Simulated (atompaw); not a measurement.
# What one change does to a pseudopotential (technetium (Tc), PAW (atompaw))

Tc, PAW, made with atompaw 4.2.0.5 (PBE, scalar-relativistic). Core [Ar] 3d10 4s2, reference 4p6 4d5 5s0 5p0 (charge +2). Waves: 5s (bound, empty): rc 2.80 bohr; 5s channel at 0.85 Ry: rc 2.80 bohr; 4p (bound): rc 1.35 bohr; 5p (bound, empty): rc 2.80 bohr; 4d (bound): rc 1.75 bohr; 4d channel at -0.15 Ry: rc 1.75 bohr. Local part: troulliermartins scheme with l = 3 at 0 Ry, radius 2.05 bohr. Core correction: smooth core density matched at 1.60 bohr. Augmentation charge: besselshape compensation charge, radius 2.50 bohr; PAW radius 2.80 bohr; waves and projectors: custom rrkj gramschmidtortho.

Change: all radii scaled by about 1.16 (s 3.26, p 1.56, d 2.04 bohr); local potential troulliermartins scheme with l = 3 at 0 Ry, radius 2.38 bohr; augmentation besselshape compensation charge, radius 2.90 bohr; PAW radius 3.26 bohr; waves and projectors: custom rrkj gramschmidtortho; core correction smooth core density matched at 1.86 bohr.

Cutoffs: the cutoffs (Ry, on a coarse ladder) from which the occupation-weighted sum of valence levels, in a spherical-Bessel basis at the reference potential, stays within 10 and 1 mRy of its value at 400 Ry; they do not see the model core or the augmentation charge, which bear on the density cutoff.

Task: What does the change do?

Result: The potential gets softer (45 Ry and 80 Ry → 35 Ry and 60 Ry); both files keep a bound ghost (s). A larger radius leaves more room for a smooth pseudo-wave, so fewer plane waves are needed.

| quantity | base | changed |
| --- | --- | --- |
| cutoff, loose | 45 Ry | 35 Ry |
| cutoff, tight | 80 Ry | 60 Ry |
| loose cutoff by channel (10 mRy a level) | p 35 Ry, d 30 Ry | p 30 Ry, d 21 Ry |
| bound ghosts | s | s |
| lowest overlap eigenvalue by channel | s 0.14, p 0.41, d 0.27 | s 0.07, p 0.43, d 0.65 |

 A true bound ghost makes a file unfit for plane-wave use even where its test errors are small: the radial tests pick states by their node count and pass the ghost by. The cutoffs see the waves, projectors and local potential, not the compensation charge or the core.
